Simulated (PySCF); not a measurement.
CH3Cl3OSi, SMILES [Si](Cl)(Cl)(Cl)OC. Atoms are numbered in the order given.

```xyz
9

C     -2.3881    -1.1501     0.0000
O     -0.9740    -1.3197     0.0000
Si     0.1102    -0.0795     0.0000
Cl    -0.1374     1.1052    -1.6698
Cl     1.9740    -0.9205     0.0000
Cl    -0.1374     1.1052     1.6698
H     -2.8501    -2.1562     0.0000
H     -2.7288    -0.5993     0.9036
H     -2.7288    -0.5993    -0.9036
```

The structure is a stationary point at PBE-D3(BJ)/def2-SVP. One conformer was computed; it need not be the lowest.

Calculation: CAM-B3LYP/def2-TZVP run with PySCF.

Isolated molecule, no solvent.

**Question.** Estimate the frontier levels, gap, dipole moment and polarisability. (Estimate from the structure and the level; the computed values follow.)

**Answer.** 
The highest occupied level is -10.47 eV. The lowest empty level comes out as 0.78 eV, the orbital gap is 11.24 eV and the dipole moment is 0.386 e·Å. The quadrupole, principal values (traceless, Buckingham form, about the centre of nuclear charge) is -4.39, -2.85, 7.23 D·Å and the mean static polarisability comes out as 71.8 bohr³ (10.65 Å³). The polarisability, principal values comes out as 67.1, 72.4, 76.0 bohr³.
